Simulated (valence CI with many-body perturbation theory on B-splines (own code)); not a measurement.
Ir⁷⁰⁺: key properties

Level of theory: valence CI with perturbative core correlation (CI+MBPT): five valence electrons over a frozen Dirac-Fock core [He], a basis of 11 s, 11 p, 10 d, 8 f, 5 g, 2 h functions for each j, with the one-electron correlation potential Σ1 (screened to all orders), the two-electron term Σ2, the three-electron term Σ3, Breit, model QED; selected single and double excitations, second order for the rest, scaled by the run's own slope (own B-spline code, finite nucleus).

No measured spectrum was set against this ion. As an estimate, large intervals hold to a few tenths of a per cent, small ones and those within an open d or f shell to about a per cent. Among the levels kept, up to 7600 cm⁻¹ of a level comes from second order outside the variational space, and about a tenth of that is noise between levels of different J, which matters for small intervals.

Levels are named by their leading jj configuration (3d3/2^4 stands for four electrons in 3d with j = 3/2), which in mixed levels can hold well under half, so a name can repeat and another be missing.

Rates and lifetimes use the calculated energies. Strong lines usually hold to 10 to 20 %, long lifetimes can be off by a factor of two.

Problem. What is the ground level?

Solution. (2s^2 2p1/2^2 2p3/2) J=3/2, composition 49 % 2s2 2p3 2P° + 27 % 2s2 2p3 2D° + 24 % 2s2 2p3 4S°, g = 1.307.

Problem. Among levels below 14415 eV, which E1 lines absorb most strongly from the ground level?

Solution. to (2s^2 2p1/2^2 3d5/2) J=5/2 at 0.1193 nm, f = 0.549; to (2s^2 2p1/2 2p3/2 3d3/2) J=5/2 at 0.1035 nm, f = 0.506; to (2s^2 2p1/2 2p3/2 3d3/2) J=3/2 at 0.1034 nm, f = 0.302.

Problem. Where does the other parity begin?

Solution. At (2s 2p1/2^2 2p3/2^2) J=5/2, 2042 eV.

Problem. What is the ionisation energy?

Solution. 18125 eV; NIST lists 18120 ± 60 eV (theoretical).

Problem. How well does LS coupling describe the low levels?

Solution. Among the lowest 20 levels the leading LS term, summed over configurations, holds 63 % on average. For single configurations the figures are 63 % in LS and 100 % in jj coupling. Terms mix most in the J = 3/2 level at 10163 eV, where the leading one holds 35 %.
